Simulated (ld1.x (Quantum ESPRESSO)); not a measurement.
**Sn (Z = 50): excitation energies, all-electron against PAW**

ld1.x (Quantum ESPRESSO) 7.5 input, shortened:

```
&input
   title='Sn', zed=50., rel=2, dft='PBE', iswitch=3,
   config='[Kr] 4d10 5s2 5p2', rel_dist='average'
 /
 &inputp
   pseudotype=3, lpaw=.true., tm=.true., lloc=-1, rcloc=1.55,
   nlcc=.true., new_core_ps=.true., rcore=0.95,
   which_augfun='PSQ', rmatch_augfun_nc=.true.
 /
6
5S  1  0   2.00   0.00  1.65  1.80  0.0
5S  1  0   0.00   1.00  1.65  1.80  0.0
5P  2  1   2.00   0.00  1.85  2.15  0.0
5P  2  1   0.00   0.55  1.85  2.15  0.0
4D  3  2  10.00   0.00  1.35  1.50  0.0
4D  3  2   0.00   1.90  1.35  1.50  0.0
 &test
   configts(1)='4d10 5s2 5p2'
 /
```

Open shells are filled in proportion to 2j + 1 (rel_dist='average').

Energies are relative to the spin-unpolarised reference configuration 4d10 5s2 5p2; without spin polarisation the order of configurations can differ from experiment.

Q: Give the all-electron excitation energy and the error of the potential for: 4d10 5s2 5p1; 4d10 5s2 5p0; 4d10 5s1 5p0; 4d10 5s2 5p1.5; 4d9 5s2 5p3; 4d10 5s1 5p2; 4d9 5s2 5p2.

A:

| valence configuration | charge | ΔE all-electron (eV) | error AE − PS (meV) |
| --- | --- | --- | --- |
| 4d10 5s2 5p1 | +1 | 6.887 | -0.1 |
| 4d10 5s2 5p0 | +2 | 20.858 | -0.7 |
| 4d10 5s1 5p0 | +3 | 51.828 | -6.8 |
| 4d10 5s2 5p1.5 | +0.5 | 2.622 | 0.0 |
| 4d9 5s2 5p3 | 0 | 24.435 | -105 |
| 4d10 5s1 5p2 | +1 | 14.517 | -0.7 |
| 4d9 5s2 5p2 | +1 | 32.675 | -110 |

The ghost test of this file was not conclusive.
